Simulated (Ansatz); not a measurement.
A run for Ansatz (a quantum-chemistry and plane-wave program): U-PBE/cc-pVTZ on FGeHO (SMILES [OH][Ge][F]), a point of a bond scan (R = 1.061 Å).

Ansatz 0.2 input:
```yaml
crystal:
  periodic: [false, false, false]
  atoms:
    - {symbol: Ge, position_ang: [0.10773481, -0.04926187, 0.40773364]}
    - {symbol: F, position_ang: [0.24737472, 1.37145337, -0.62469851]}
    - {symbol: O, position_ang: [-0.60849455, -1.09652179, -0.85745356]}
    - {symbol: H, position_ang: [-0.82567360, -2.08432669, -0.53637221]}
basis:
  gaussian:
    orbitals: cc-pVTZ
hamiltonian:
  xc: {name: PBE}
magnetization: {spin_polarized: true, initial_magnetization: 0}
```

Program output:

```
WARN ansatz: RAYON_NUM_THREADS=1 ignored (pool sized by the plan → 1); use --threads N
Functional definition: PBE
integrals: 0.04 GiB planned
730 factors; their error is unknown
mean field: 0.37 GiB planned
mean field evaluation 1: about -61280.9617 eV, gradient 5.3e1 eV
mean field evaluation 2: about -61177.1470 eV, gradient 1.5e2 eV
mean field evaluation 4: about -61288.3407 eV, gradient 2.3e1 eV
mean field evaluation 8: about -61289.8331 eV, gradient 1.0e-1 eV
mean field evaluation 16: about -61289.8163 eV, gradient 1.4e-4 eV
mean field -61289.81628161 eV, -2252.3592046198 hartree, gradient 6.0e-5 eV, S^2 0.000000; 0 other end points of the search recorded, 0 dependent functions left out
reference -61289.81631169 eV, -2252.3592057252 hartree; 25, 25 occupied and 92, 92 virtual orbitals, 730 factors
Total energy: -61289.81631169 eV, -2252.3592057252 hartree
```

The calculation finished and met its thresholds.

Cost: roughly 4 core-seconds.
